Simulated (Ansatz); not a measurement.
One change: `F[Si]1([SeH])CO1` becomes `CO[Si]1(F)CO1`.

Ansatz, PBE0-D4/def2-TZVP geometries, multiplicity 1. Each molecule was computed in one conformer, which needn't be the lowest.

Scalar relativity is left out up to krypton.

| property | `F[Si]1([SeH])CO1` |
| --- | --- |
| HOMO energy (B3LYP/def2-TZVPP) / eV | -7.32 |
| HOMO–LUMO gap (ωB97M-V/def2-TZVPP) / eV | 11.08 |
| HOMO energy (PBE0/def2-TZVPP) / eV | -7.54 |
| LUMO energy (PBE/def2-TZVPP) / eV | -1.49 |
| HOMO–LUMO gap (B3LYP/def2-TZVPP) / eV | 6.48 |
| size of the dipole moment (PBE/def2-TZVPP) / D | 1.81 |

Q: Give the same properties after the change, and the shifts. (An estimate is asked.)

A: The calculation gave: 
```csv
property,`CO[Si]1(F)CO1`,shift
HOMO energy (B3LYP/def2-TZVPP) / eV,-7.52,-0.20
HOMO–LUMO gap (ωB97M-V/def2-TZVPP) / eV,12.18,1.10
HOMO energy (PBE0/def2-TZVPP) / eV,-7.75,-0.21
LUMO energy (PBE/def2-TZVPP) / eV,-0.65,0.84
HOMO–LUMO gap (B3LYP/def2-TZVPP) / eV,7.57,1.09
size of the dipole moment (PBE/def2-TZVPP) / D,2.46,0.65
```

With PBE0 the HOMO falls by 0.21 eV and the LUMO rises by 0.95 eV, so the gap widens by about 1.16 eV. PBE moves the HOMO by -0.02 eV and ωB97M-V by -0.33 eV. Dipoles are sizes alone; their direction can turn.

B3LYP here is the variant with VWN-RPA as its local correlation; programs differ in this.

Spin–orbit coupling is left out; it splits and shifts lone-pair levels of the heavy atoms by tenths of an eV.
